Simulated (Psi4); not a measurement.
Cl4Te (SMILES Cl[Te](Cl)(Cl)Cl), singlet, at a GFN2-xTB geometry (all electrons, no relativity). Base run: HF/STO-3G (Psi4 1.11).

Here is a job for Psi4.
```
memory 2 GB

molecule {
0 1
  Te   -0.00534842    0.01223355    0.48327654
  Cl    1.16596908   -1.49075955   -0.82644836
  Cl    1.90421897    1.50336856    0.12041395
  Cl   -1.14657041    1.44638856   -0.92639152
  Cl   -1.90725777   -1.49641785    0.15416827
}

set basis sto-3g
set scf_type pk
set stability_analysis check

energy('scf')
print_variables()
```

The bond that is stretched is that between atoms 4 and 1. A test that says stable can miss a lower solution.

Each row names what was changed in the base input (with any setting that the change needs).

```csv
change,ΔE vs base (kcal/mol),<S^2>,outcome
base,0.000,0.000,converged
stability_analysis = follow; reference = uhf,0.000,0.000,converged
bond × 1.25,30.20,0.000,converged
stability_analysis = follow; reference = uhf; bond × 1.25,20.13,0.668,converged
bond × 1.5,79.0,0.000,converged
stability_analysis = follow; reference = uhf; bond × 1.5,25.57,1.022,converged
bond × 1.8,113.2,0.000,converged
stability_analysis = follow; reference = uhf; bond × 1.8,-,-,not converged
bond × 2.2,129.8,0.000,converged
stability_analysis = follow; reference = uhf; bond × 2.2,-,-,not converged
bond × 3.0,140.5,0.000,converged
stability_analysis = follow; reference = uhf; bond × 3.0,25.31,1.059,converged
```

Psi4 reported an instability in these rows: stability_analysis = follow; reference = uhf; bond × 1.25; stability_analysis = follow; reference = uhf; bond × 1.5; stability_analysis = follow; reference = uhf; bond × 1.8; stability_analysis = follow; reference = uhf; bond × 3.0 (restricted rows aren't judged here).

Where a bond breaks into two radicals, a solution with restricted orbitals usually stops being the lowest and lies too high; an unrestricted one lies lower at the price of spin contamination, which <S^2> shows.
